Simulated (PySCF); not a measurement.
MoO₂F, SMILES [O]=[Mo](=[O])[F] (connectivity only; charge and spin as stated), neutral, multiplicity 2.

Coordinates come from a B3LYP-D3(BJ)/def2-TZVP optimisation. The geometry has at least one imaginary mode, so it is a saddle point at that level. The multiplicity is an assumed one; other spin states were not compared. The def2 effective core potentials stand for the cores of Mo; spin–orbit coupling is left out.

The numbers are results of TDA-PBE/def2-SVPD in PySCF, not measurements.

Vertical excitations. 

| state | energy (eV) | λ (nm) | f | main pairs |
|---|---|---|---|---|
| root 1 | 1.45 | 856 | 0.002 | α HOMO→LUMO 100 % |
| root 2 | 2.33 | 532 | 0.000 | α HOMO→LUMO+1 99 % |
| root 3 | 3.12 | 398 | 0.000 | β HOMO→LUMO 100 % |
| root 4 | 3.19 | 389 | 0.000 | α HOMO−1→LUMO 93 %, β HOMO→LUMO+1 6 % |
| root 5 | 3.63 | 342 | 0.000 | α HOMO−1→LUMO 6 %, β HOMO→LUMO+1 93 % |
| root 6 | 3.81 | 326 | 0.002 | β HOMO−1→LUMO 94 % |
| root 7 | 3.90 | 318 | 0.000 | α HOMO−1→LUMO+1 42 %, α HOMO−2→LUMO 33 %, β HOMO−1→LUMO+1 12 %, β HOMO→LUMO+2 12 % |
| root 8 | 3.99 | 311 | 0.001 | α HOMO−2→LUMO 41 %, α HOMO−1→LUMO+1 38 %, β HOMO−1→LUMO+1 12 %, β HOMO→LUMO+2 8 % |
| root 9 | 4.26 | 291 | 0.001 | α HOMO−3→LUMO 53 %, β HOMO−2→LUMO+1 38 % |
| root 10 | 4.35 | 285 | 0.002 | α HOMO−2→LUMO 25 %, β HOMO−1→LUMO+1 72 % |
Unrestricted roots are not spin-pure.
